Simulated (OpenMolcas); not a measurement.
# Tm2+: ligand-field states by method

Tm2+ with 8 ligands (fluoride) in square antiprismatic coordination (D4d) at 2.62 Å, a polar angle of 61.9° against the regular 57.3°. A charge of +0.75 e stands 2.4 Å behind each ligand. Ligand basis ANO-RCC-VDZP.
```
Tm    0.0000    0.0000    0.0000
F     2.1349    0.8843    1.2347
F    -0.8843    2.1349    1.2347
F    -2.1349   -0.8843    1.2347
F     0.8843   -2.1349    1.2347
F     2.1349   -0.8843   -1.2347
F     0.8843    2.1349   -1.2347
F    -2.1349    0.8843   -1.2347
F    -0.8843   -2.1349   -1.2347
```

* Program: OpenMolcas 26.06
* Basis: ANO-RCC-VDZP [7s6p4d2f1g]
* Scalar Hamiltonian: DKH2, point nucleus
* Active space: 13 electrons in 7 orbitals (4f)
* State averaging: 2S+1 = 2 odd, 7 roots
* Spin-orbit coupling: state interaction with AMFI integrals over the reference wave functions

I. CASSCF
II. SS-CASPT2, IPEA 0.25 Eh, imaginary shift 0.1 Eh (closed shells correlated: 5s 5p and the ligand valence shells)

Spin-free states in cm-1, each column counted from its own energy of the first state listed:

```tsv
State	Degeneracy	I	II
2S+1 = 2	2	0	0
2S+1 = 2	2	320	400
2S+1 = 2	2	678	710
2S+1 = 2	1	740	800
```

From I to II, I's first state of the same spin (2S+1 = 2) moves from 320 to 400 cm-1, by about +77 cm-1.

With spin-orbit coupling the lowest J multiplet is 725 (I), 771 (II) cm-1 wide, a factor of 1.06 from I to II.

χT at 300 K: I 2.47, II 2.45 cm3 K/mol.

Over all roots computed the reference weight is 0.62 in II; a low but even weight reflects the number of correlated electrons. Without dynamic correlation the ligand-field splitting of an f shell can come out too small, at times by half (holds for I). Splittings of an f shell from a small cluster at a set distance can be off by tens of per cent, mostly too small (holds for II). The distance lies 6 % over the 2.47 Å that this model takes as the normal distance (a Shannon-type radius plus a fixed donor radius); by an R⁻⁵ law this alone changes a d-shell field by about -26 %. No measured value stands beside these numbers; the geometry was imposed, not optimised, and the real ion may take another.
